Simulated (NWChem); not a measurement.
Molecule: FeCl2, quintet; SMILES [Cl][Fe][Cl]

Computed with NWChem. Pople sets run with spherical d functions. Spin-unrestricted. No stability test was run on the SCF state. B3LYP is NWChem's, with the RPA form of VWN correlation. The level has its own optimisation; frequencies are unscaled.

**Question.** What does the run give for B3LYP/6-31G*? Quantities: r Cl–Fe (Å); highest harmonic frequency (cm⁻¹); lowest (cm⁻¹); zero-point energy (kcal/mol).

**Answer.** 
```
Item                               Result
---------------------------------  ------
r Cl–Fe (Å)                         2.131
highest harmonic frequency (cm⁻¹)     501
lowest (cm⁻¹)                          63
zero-point energy (kcal/mol)          1.3
```
